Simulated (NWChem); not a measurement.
Molecule: CH4OSi, singlet; SMILES CO[SiH]

```xyz
7

Si    -0.0173     1.2199     0.0000
H     -1.5440     0.9046     0.0000
O      0.5082    -0.3557     0.0000
C     -0.1929    -1.5693     0.0000
H      0.0823    -2.1570    -0.8908
H      0.0823    -2.1570     0.8908
H     -1.2862    -1.4078     0.0000
```
Atoms are numbered in this order, from 1.

Results from NWChem. Low-valent species are run as closed-shell singlets; no triplet was tried in these runs. Geometry: optimised at PBE0/def2-SVP.

Problem. Taking PBE/pcseg-2 as the yardstick, which of these has the fewest basis functions while keeping “dipole (D)” within 0.1 D of it: PBE/STO-3G; PBE/pcseg-1; PBE/aug-pcseg-1; PBE/def2-SVP?

Solution. PBE/aug-pcseg-1.
```csv
level,basis functions,dipole (D)
PBE/STO-3G,23,1.04
PBE/pcseg-1,66,1.81
PBE/def2-SVP,66,1.75
PBE/aug-pcseg-1,109,1.61
PBE/pcseg-2,150,1.57
```

The yardstick is one finite set, not the basis-set limit.
